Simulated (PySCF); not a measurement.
SMILES CC(=O)CCc1cccs1, GFN2-xTB optimised geometry.

```
20

C     -1.39    -1.93    -3.88
C     -1.10    -2.37    -2.47
O     -0.12    -3.00    -2.17
C     -2.15    -1.95    -1.45
C     -1.55    -1.80    -0.05
C     -0.62    -0.63     0.00
C      0.74    -0.63     0.00
C      1.30     0.67     0.00
C      0.36     1.64    -0.01
S     -1.24     0.99    -0.01
H     -1.21    -0.85    -3.95
H     -0.73    -2.44    -4.58
H     -2.43    -2.12    -4.13
H     -2.91    -2.74    -1.44
H     -2.62    -1.02    -1.77
H     -2.36    -1.67     0.67
H     -0.99    -2.70     0.20
H      1.32    -1.54    -0.01
H      2.36     0.86     0.00
H      0.49     2.70    -0.01
```

Density from PySCF 2.14.0 with PBE0/def2-SVP at that geometry.

Minimum of the electron density along straight lines between bonded atoms, close to the bond critical point (lines longer than 1.1 times the sum of covalent radii, or with two minima, are not listed):

```json
[
 {"bond": "C1–C2", "length / Å": "1.507", "ρ at the minimum / e bohr⁻³": "0.258", "∇²ρ there / e bohr⁻⁵": "-0.62", "position (fraction from the first atom)": "0.49"},
 {"bond": "C2–O3", "length / Å": "1.203", "ρ at the minimum / e bohr⁻³": "0.414", "∇²ρ there / e bohr⁻⁵": "0.49", "position (fraction from the first atom)": "0.33"},
 {"bond": "C2–C4", "length / Å": "1.517", "ρ at the minimum / e bohr⁻³": "0.255", "∇²ρ there / e bohr⁻⁵": "-0.61", "position (fraction from the first atom)": "0.51"},
 {"bond": "C4–C5", "length / Å": "1.534", "ρ at the minimum / e bohr⁻³": "?", "∇²ρ there / e bohr⁻⁵": "?", "position (fraction from the first atom)": "0.51"},
 {"bond": "C5–C6", "length / Å": "1.490", "ρ at the minimum / e bohr⁻³": "0.258", "∇²ρ there / e bohr⁻⁵": "-0.61", "position (fraction from the first atom)": "0.48"},
 {"bond": "C6–C7", "length / Å": "1.358", "ρ at the minimum / e bohr⁻³": "0.324", "∇²ρ there / e bohr⁻⁵": "-0.82", "position (fraction from the first atom)": "0.51"},
 {"bond": "C7–C8", "length / Å": "1.415", "ρ at the minimum / e bohr⁻³": "0.295", "∇²ρ there / e bohr⁻⁵": "-0.73", "position (fraction from the first atom)": "0.50"},
 {"bond": "C8–C9", "length / Å": "1.354", "ρ at the minimum / e bohr⁻³": "0.325", "∇²ρ there / e bohr⁻⁵": "-0.83", "position (fraction from the first atom)": "0.49"},
 {"bond": "C6–S10", "length / Å": "1.738", "ρ at the minimum / e bohr⁻³": "0.209", "∇²ρ there / e bohr⁻⁵": "?", "position (fraction from the first atom)": "0.46"},
 {"bond": "C9–S10", "length / Å": "1.721", "ρ at the minimum / e bohr⁻³": "0.215", "∇²ρ there / e bohr⁻⁵": "-0.46", "position (fraction from the first atom)": "0.47"},
 {"bond": "C1–H11", "length / Å": "1.089", "ρ at the minimum / e bohr⁻³": "0.272", "∇²ρ there / e bohr⁻⁵": "-0.99", "position (fraction from the first atom)": "0.63"},
 {"bond": "C1–H12", "length / Å": "1.087", "ρ at the minimum / e bohr⁻³": "0.278", "∇²ρ there / e bohr⁻⁵": "-1.04", "position (fraction from the first atom)": "0.64"},
 {"bond": "C1–H13", "length / Å": "1.087", "ρ at the minimum / e bohr⁻³": "0.275", "∇²ρ there / e bohr⁻⁵": "-1.00", "position (fraction from the first atom)": "0.62"},
 {"bond": "C4–H15", "length / Å": "1.091", "ρ at the minimum / e bohr⁻³": "0.276", "∇²ρ there / e bohr⁻⁵": "-1.01", "position (fraction from the first atom)": "0.63"},
 {"bond": "C5–H16", "length / Å": "1.092", "ρ at the minimum / e bohr⁻³": "0.276", "∇²ρ there / e bohr⁻⁵": "-1.01", "position (fraction from the first atom)": "0.63"},
 {"bond": "C5–H17", "length / Å": "1.091", "ρ at the minimum / e bohr⁻³": "0.278", "∇²ρ there / e bohr⁻⁵": "-1.04", "position (fraction from the first atom)": "0.64"},
 {"bond": "C7–H18", "length / Å": "1.075", "ρ at the minimum / e bohr⁻³": "0.285", "∇²ρ there / e bohr⁻⁵": "-1.10", "position (fraction from the first atom)": "0.64"},
 {"bond": "C8–H19", "length / Å": "1.075", "ρ at the minimum / e bohr⁻³": "0.284", "∇²ρ there / e bohr⁻⁵": "-1.09", "position (fraction from the first atom)": "0.63"},
 {"bond": "C9–H20", "length / Å": "1.072", "ρ at the minimum / e bohr⁻³": "0.285", "∇²ρ there / e bohr⁻⁵": "-1.11", "position (fraction from the first atom)": "0.64"}
]
```

### Question
Fill in the missing entries.

### Answer

- C4–C5, ρ at the minimum / e bohr⁻³: 0.238
- C4–C5, ∇²ρ there / e bohr⁻⁵: -0.53
- C6–S10, ∇²ρ there / e bohr⁻⁵: -0.42
